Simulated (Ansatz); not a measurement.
Start from `C[CH2][AlH][SH]` and change one atom or group to get `C[CH2][AlH2]`.

Ansatz, PBE0-D4/def2-TZVP geometries, multiplicity 1. Each molecule was computed in one conformer, which needn't be the lowest.

```
                                                                                  property  `C[CH2][AlH][SH]`
                                                         LUMO energy (PBE/def2-TZVPP) / eV              -1.68
                                                       LUMO energy (B3LYP/def2-TZVPP) / eV              -1.12
                                                       HOMO–LUMO gap (PBE/def2-TZVPP) / eV               4.79
                                                         HOMO energy (PBE/def2-TZVPP) / eV              -6.46
ideal-gas entropy at 298 K and 1 bar (rigid rotor, harmonic PBE0-D4/def2-TZVP) / J/(mol·K)                345
                                        size of the dipole moment (ωB97M-V/def2-TZVPP) / D               1.87
```

Task: Give the same properties after the change, and the shifts. (An estimate is asked.)

Result: Ansatz gave: 
```json
{"property": "LUMO energy (PBE/def2-TZVPP) / eV", "`C[CH2][AlH2]`": "-2.08", "shift": "-0.40"}
{"property": "LUMO energy (B3LYP/def2-TZVPP) / eV", "`C[CH2][AlH2]`": "-1.53", "shift": "-0.41"}
{"property": "HOMO–LUMO gap (PBE/def2-TZVPP) / eV", "`C[CH2][AlH2]`": "4.22", "shift": "-0.57"}
{"property": "HOMO energy (PBE/def2-TZVPP) / eV", "`C[CH2][AlH2]`": "-6.30", "shift": "0.16"}
{"property": "ideal-gas entropy at 298 K and 1 bar (rigid rotor, harmonic PBE0-D4/def2-TZVP) / J/(mol·K)", "`C[CH2][AlH2]`": "308", "shift": "-37"}
{"property": "size of the dipole moment (ωB97M-V/def2-TZVPP) / D", "`C[CH2][AlH2]`": "0.76", "shift": "-1.11"}
```

With PBE0 the HOMO rises by 0.10 eV and the LUMO falls by 0.38 eV, so the gap narrows by about 0.48 eV. PBE moves the HOMO by 0.16 eV and ωB97M-V by 0.07 eV. The zero-point energy changes by -10.5 kJ/mol with -3 modes. Dipoles are sizes alone; their direction can turn.

B3LYP here is the variant with VWN-RPA as its local correlation; programs differ in this.
